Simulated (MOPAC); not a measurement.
Input for MOPAC: PM6 on NbC, 2S+1 = 2, a spin state set in the input, which need not be the lowest, a point of a bond scan (R = 1.566 Å).

```
PM6 1SCF PRECISE CHARGE=0 UHF MS=0.5 THREADS=1
CNb

Nb     0.00000000 1     0.00000000 1     0.00000000 1
C      0.00000000 1     0.00000000 1     1.56613700 1
```

It printed:

```
*******************************************************************************
 **                                                                           **
 **                              MOPAC v23.2.5                                **
 **                                                                           **
 *******************************************************************************
 ** MOPAC's Digital Object Identifier: https://doi.org/10.5281/zenodo.6511958 **
 **                                                                           **
 ** Please cite the open-source release paper for use of this MOPAC version:  **
 ** J. E. Moussa and J. J. P. Stewart (2026)                                  **
 ** MOPAC: An open-source semiempirical molecular orbital program             **
 ** J. Open Source Softw., 11(119), 8025, https://doi.org/10.21105/joss.08025 **
 *******************************************************************************

                              PM6 CALCULATION RESULTS

 *******************************************************************************
 *  PM6        - The PM6 Hamiltonian to be used
 *  UHF        - UNRESTRICTED HARTREE-FOCK CALCULATION
 *
 *
 *
 *                 CHARGE ON SYSTEM = 0
 *
 *
 *
 *  MS=        - IN MECI, MAGNETIC COMPONENT OF SPIN =  0.5
 *  PRECISE    - TIGHTER CRITERIA TO BE USED
 *  1SCF       - DO 1 SCF AND THEN STOP
 *  THREADS=1  - MULTI-THREADING NOT USED
 *  T=         - A TIME OF 172800.0 SECONDS REQUESTED
 *  DUMP=N     - RESTART FILE WRITTEN EVERY 7200.0 SECONDS REQUESTED
 *******************************************************************************
PM6 1SCF PRECISE CHARGE=0 UHF MS=0.5 THREADS=1
 CNb

   ATOM   CHEMICAL          X               Y               Z
  NUMBER   SYMBOL      (ANGSTROMS)     (ANGSTROMS)     (ANGSTROMS)

     1      Nb          0.00000000  *   0.00000000  *   0.00000000  *
     2       C          0.00000000  *   0.00000000  *   1.56613700  *



          CARTESIAN COORDINATES

    NO.       ATOM           X           Y           Z

     1        Nb          0.0000      0.0000      0.0000
     2         C          0.0000      0.0000      1.5661

 General Reference for PM6:
 "Optimization of Parameters for Semiempirical Methods V: Modification of NDDO Approximations
 and Application to 70 Elements", J. J. P. Stewart, J. Mol. Mod., 13, 1173-1213 (2007)
 URL: https://link.springer.com/article/10.1007/s00894-007-0233-4

           Empirical Formula: C Nb  =     2 atoms



      MOLECULAR POINT GROUP   :   C*v


          UHF CALCULATION, NO. OF ALPHA ELECTRONS =    5
                           NO. OF BETA  ELECTRONS =    4

 -------------------------------------------------------------------------------
 PM6 1SCF PRECISE CHARGE=0 UHF MS=0.5 THREADS=1
 CNb



     1SCF WAS SPECIFIED, SO BFGS WAS NOT USED
     SCF FIELD WAS ACHIEVED


                              PM6 CALCULATION
                                                       MOPAC v23.2.5 Linux




          FINAL HEAT OF FORMATION =        398.81455 KCAL/MOL =    1668.64010 KJ/MOL


          COSMO AREA              =        139.02 SQUARE ANGSTROMS
          COSMO VOLUME            =        151.97 CUBIC ANGSTROMS

          IONIZATION POTENTIAL    =          6.774041 EV
          ALPHA SOMO LUMO (EV)    =         -6.774 -0.312
          BETA  SOMO LUMO (EV)    =         -7.145 -0.225
          NO. OF ALPHA ELECTRONS  =          5
          NO. OF BETA  ELECTRONS  =          4
          MOLECULAR WEIGHT        =        104.9174         POINT GROUP:  C*v

          MOLECULAR DIMENSIONS (Angstroms)

            Atom       Atom       Distance
            C     2   Nb     1     1.56614
            C     2   Nb     1     0.00000
           Nb     1    C     2     0.00000


          SCF CALCULATIONS        =          1





   ATOM   CHEMICAL          X               Y               Z
  NUMBER   SYMBOL      (ANGSTROMS)     (ANGSTROMS)     (ANGSTROMS)

     1      Nb          0.00000000  *   0.00000000  *   0.00000000  *
     2       C          0.00000000  *   0.00000000  *   1.56613700  *

                             CARTESIAN COORDINATES

   1   Nb        0.000000000     0.000000000     0.000000000
   2    C        0.000000000     0.000000000     1.566137000


           Empirical Formula: C Nb  =     2 atoms



      MOLECULAR POINT GROUP   :   C*v


          ALPHA EIGENVALUES
 -19.43175  -9.12527  -9.12526  -8.21957  -6.77404  -0.31203  -0.31203   1.34220
   1.34220   1.97062   4.11578   4.11578   8.44311


           BETA EIGENVALUES
 -18.62359  -8.85541  -8.85540  -7.14483  -0.22548  -0.22548   0.67061   1.35538
   1.35539   3.44837   4.45909   4.45909   8.60010


              NET ATOMIC CHARGES AND DIPOLE CONTRIBUTIONS

  ATOM NO.   TYPE          CHARGE      No. of ELECS.   s-Pop       p-Pop       d-Pop
    1         Nb          -0.397027        5.3970     1.29540     0.27143     3.83019
    2          C           0.397027        3.6030     1.44851     2.15446
 DIPOLE           X         Y         Z       TOTAL
 POINT-CHG.     0.000     0.000     2.987     2.987
 HYBRID         0.000    -0.000    -4.202     4.202
 SUM            0.000    -0.000    -1.215     1.215


          ATOMIC ORBITAL ELECTRON POPULATIONS

     Atom    s        px        py        pz      x^2-y^2     xz        z^2       yz        xy
    1 Nb   1.29540   0.04891   0.04891   0.17361   0.00000   1.26698   1.29624   1.26697   0.00000
    2  C   1.44851   0.68411   0.68411   0.78624


                    (SZ)    =    0.500000
                    (S**2)  =    0.771571


          ATOMIC ORBITAL SPIN POPULATIONS

    Atom   Total    s     px     py     pz   x^2-y^2  xz     z^2    yz     xy
         Atomic
    1 Nb  0.3260 -0.055  0.002  0.002  0.027  0.000 -0.041  0.431 -0.041  0.000
    2  C  0.6740  0.095  0.038  0.038  0.503

 **********************
 *                    *
 * JOB ENDED NORMALLY *
 *                    *
 **********************




 == MOPAC DONE ==
```

The run finished.

Cost: very roughly 0.020 core-seconds.
